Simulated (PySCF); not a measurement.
Isomers of C7H12NP, mass 141.071 u with the commonest isotopes. Method used: PBE0/pcSseg-1 in PySCF (dipole) on a GFN2-xTB geometry, gas phase. One conformer each, none proved a minimum here; rigid rotors.

**Question.** Order these by radius of gyration √(Σ m r²/M), largest first.
A. `[CH3:1][c:2]1[cH:3][n:4]([CH:5]([CH3:6])[CH3:7])[cH:8][p:9]1` with C3–N4–C5–C6 -62°
B. `[CH2:1]=[CH:2][CH2:3][P:4]([CH3:5])[CH2:6][CH2:7][C:8]#[N:9]` with C1–C2–C3–P4 -112°, C2–C3–P4–C5 174°, C3–P4–C6–C7 -179°, P4–C6–C7–C8 -179°
C. `[CH3:1][CH2:2][c:3]1[cH:4][n:5]([CH2:6][CH3:7])[cH:8][p:9]1` with C1–C2–C3–C4 -92°, C4–N5–C6–C7 88°
D. `[CH3:1][CH2:2][C@H:3]([CH3:4])[n:5]1[cH:6][cH:7][p:8][cH:9]1` with C1–C2–C3–C4 -176°, C2–C3–N5–C6 -119°

**Answer.** B (2.538 Å), C (2.279 Å), A (2.233 Å), D (2.181 Å).

**Question.** Order these by rotational constant C, smallest first.
A. `[CH3:1][c:2]1[cH:3][n:4]([CH:5]([CH3:6])[CH3:7])[cH:8][p:9]1` with C3–N4–C5–C6 -62°
B. `[CH3:1][CH2:2][c:3]1[cH:4][n:5]([CH2:6][CH3:7])[cH:8][p:9]1` with C1–C2–C3–C4 -92°, C4–N5–C6–C7 88°
C. `[CH2:1]=[CH:2][CH2:3][P:4]([CH3:5])[CH2:6][CH2:7][C:8]#[N:9]` with C1–C2–C3–P4 -112°, C2–C3–P4–C5 174°, C3–P4–C6–C7 -179°, P4–C6–C7–C8 -179°
D. `[CH3:1][CH2:2][C@H:3]([CH3:4])[n:5]1[cH:6][cH:7][p:8][cH:9]1` with C1–C2–C3–C4 -176°, C2–C3–N5–C6 -119°

**Answer.** C (579.1 MHz), B (735.4 MHz), A (780.5 MHz), D (858.9 MHz).

**Question.** Order these by out-of-plane moment Σ m c² = (Ia + Ib − Ic)/2, largest first.
A. `[CH2:1]=[CH:2][CH2:3][P:4]([CH3:5])[CH2:6][CH2:7][C:8]#[N:9]` with C1–C2–C3–P4 -112°, C2–C3–P4–C5 174°, C3–P4–C6–C7 -179°, P4–C6–C7–C8 -179°
B. `[CH3:1][CH2:2][C@H:3]([CH3:4])[n:5]1[cH:6][cH:7][p:8][cH:9]1` with C1–C2–C3–C4 -176°, C2–C3–N5–C6 -119°
C. `[CH3:1][CH2:2][c:3]1[cH:4][n:5]([CH2:6][CH3:7])[cH:8][p:9]1` with C1–C2–C3–C4 -92°, C4–N5–C6–C7 88°
D. `[CH3:1][c:2]1[cH:3][n:4]([CH:5]([CH3:6])[CH3:7])[cH:8][p:9]1` with C3–N4–C5–C6 -62°

**Answer.** B (82.69 u·Å²), D (56.08 u·Å²), C (45.73 u·Å²), A (35.81 u·Å²).

```json
{"SMILES": "C=CCP(C)CCC#N", "point group": "C1", "Ia (u·Å²)": "287.24", "Ib (u·Å²)": "657.10", "Ic (u·Å²)": "872.72", "κ": "-0.68", "μa (D)": "3.33", "μb (D)": "2.22", "μc (D)": "0.01"}
{"SMILES": "CCc1cn(CC)cp1", "point group": "C1", "Ia (u·Å²)": "215.70", "Ib (u·Å²)": "563.01", "Ic (u·Å²)": "687.25", "κ": "-0.80", "μa (D)": "3.02", "μb (D)": "2.25", "μc (D)": "0.54"}
{"SMILES": "Cc1cn(C(C)C)cp1", "point group": "Cs", "Ia (u·Å²)": "198.84", "Ib (u·Å²)": "560.83", "Ic (u·Å²)": "647.50", "κ": "-0.86", "μa (D)": "3.73", "μb (D)": "1.22", "μc (D)": "0.00"}
{"SMILES": "CC[C@H](C)n1ccpc1", "point group": "C1", "Ia (u·Å²)": "215.80", "Ib (u·Å²)": "538.01", "Ic (u·Å²)": "588.42", "κ": "-0.89", "μa (D)": "3.85", "μb (D)": "0.41", "μc (D)": "1.08"}
```
